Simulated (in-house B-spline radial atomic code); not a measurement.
One electron outside the [Kr] 4d10 core: Sb V (Sb4+)

Computed with a B-spline radial code for spherical atoms, no-pair Dirac-Coulomb Hamiltonian, finite nucleus. Rungs: frozen-core Dirac-Hartree-Fock (DHF); Brueckner orbitals from the second-order correlation potential; the same with the Coulomb interaction screened by the core and the hole-particle interaction summed; Breit and QED terms from differences of relaxed Dirac-Fock atoms, where computed. Partial waves beyond l = 6 are extrapolated. The tables show a selection of states; those near core-excited levels, with erratic corrections or far from their DHF start are never shown.

Command:
```bash
python run_mb.py task.json out
```
Settings (nuclear radius in fm, box in bohr, cutoff in hartree):
```
basis_form          2
Z                   51
core_configuration  [Kr] 4d10
rms_radius          4.6802
mass_number         121
speed_of_light      137.036
box_radius          48.24
lmax                6
intervals           68
virtual_cutoff      5202.0
```

Time taken, with all properties: 3.6 min on 1 thread of Intel(R) Xeon(R) Platinum 8488C (shared host).

Removal energies (eV):

```
state      DHF  second order  screened  Breit + QED    final
5s1/2  53.3088        55.472   55.0349      -0.0495  54.9854
5p1/2   43.551       45.2156   44.9187      -0.0324  44.8862
5p3/2  42.5065       44.0648    43.791      -0.0194  43.7716
5d3/2  29.3016             ?         ?            ?        ?
5d5/2  29.1638             ?         ?            ?        ?
```

Task: What does correlation do to 5d5/2?

Result: It adds 0.7516 eV to the removal energy in second order and 0.6543 eV with screening; Breit and QED add 0.000254 eV, for a final 29.8184 eV.

Task: What does correlation do to 5d3/2?

Result: It adds 0.7641 eV to the removal energy in second order and 0.6667 eV with screening; Breit and QED add -0.00323 eV, for a final 29.9651 eV.

Task: How does the lowest state compare with the NIST ionisation energy?

Result: 5s1/2 is bound by 55.0 eV, without recoil; NIST lists 55 ± 0.1 eV (semi-empirical), a difference of -0.015 eV.

Electric-dipole lines from 5s1/2 (reduced matrix elements in atomic units, length form, static core polarisation, sign of DHF taken positive):

| upper | DHF | + core polarisation | + Brueckner | λ (nm) | A (s⁻¹) |
| --- | --- | --- | --- | --- | --- |
| 5p1/2 | 1.699 | 1.453 | 1.418 | 122.77 | 1.1e+09 |
| 5p3/2 | 2.407 | 2.067 | 2.017 | 110.56 | 1.52e+09 |

Magnetic hyperfine constants per unit nuclear g factor (MHz, nucleus as a uniformly magnetised ball; they apply to isotopes with nuclear spin):

```tsv
state	DHF	+ core polarisation	+ Brueckner
5s1/2	25180	27740	29600
5p1/2	5737	6236	6785
5p3/2	880.3	1054	1149
```

Task: What is the static scalar polarisability of 5s1/2?

Result: 6.802 bohr³: 1.68 from the core and 5.122 from the valence electron, Pauli blocking included.
